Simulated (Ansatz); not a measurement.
Consider the formal exchange of groups at the Al–I bond: `[AlH2][I]` + `O/C=C/[SiH3]` → `O/C=[C](\[AlH2])[SiH3]` + HI.

Isolated molecules relaxed with PBE0-D4/def2-TZVP in Ansatz; ΔE leaves out vibrations. CBS: MP2 limit from def2 TZ/QZ plus the TZ coupled-cluster correction, frozen cores. Double bonds are as drawn, so ΔE can hold a change between cis and trans. DFT in def2-TZVPP. def2 core potentials past Kr. For I outer-core shells are correlated without core-valence functions, which leaves a few kJ/mol of doubt a bond. One conformer a species, not always the lowest.

`[AlH2][I]`:

Cartesian coordinates in Å:
```
Al 0.005 -0.201 0.149
I -0.046 1.784 -1.323
H 0.920 -0.142 1.432
H -0.880 -1.441 -0.258
```

`O/C=C/[SiH3]`:

```xyz
10

O    -0.898    1.032    2.086
C    -0.671    0.250    1.014
C     0.285    0.398    0.096
Si    0.456   -0.772   -1.319
H    -0.250    1.744    2.103
H    -1.394   -0.559    0.978
H     0.976    1.235    0.197
H     0.318   -0.076   -2.628
H    -0.608   -1.807   -1.208
H     1.785   -1.444   -1.320
```

`O/C=[C](\[AlH2])[SiH3]`:

Z-matrix (Å, degrees):
```
Si
C 1 1.849
H 1 1.490 2 111.5
H 1 1.490 2 111.5 3 -119.1
H 1 1.491 2 110.1 3 120.4
C 2 1.350 1 117.0 3 -120.6
Al 2 1.922 1 122.5 3 59.3
O 6 1.338 2 127.8 1 180.0
H 6 1.091 2 123.3 1 0.0
H 7 1.580 2 123.3 1 0.1
H 7 1.601 2 115.8 1 -179.9
H 8 0.970 6 109.6 2 0.0
```

HI:

Z-matrix (Å, degrees):
```
I
H 1 1.610
```

| level | ΔE (kcal/mol) |
| --- | --- |
| PBE0-D4 | 30.2 |
| HF/def2-TZVPP | 36.2 |
| MP2/CBS(def2) | 32.3 |
| CCSD/CBS(def2) | 32.4 |

What does CCSD(T)/CBS give? (An estimate is asked.)

The calculation gave: +31.3 kcal/mol. The listed levels differ from it by -1.1, 4.9, 1.0, 1.1 kcal/mol.

Largest T1 diagnostic among the species: 0.014.

In def2-TZVPP, CCSD(T) changes the Hartree–Fock value by −6.4 kcal/mol (the triples alone add −1.1 kcal/mol) and MP2 by −5.4 kcal/mol. The D4 term adds −1.8 kcal/mol with B3LYP and −1.0 kcal/mol with PBE0; it sums over pairs of atoms, weighted by their polarisabilities, and B3LYP, whose exchange is more repulsive, gets the larger term.

B3LYP here is the variant with VWN-RPA as its local correlation; programs differ in this.
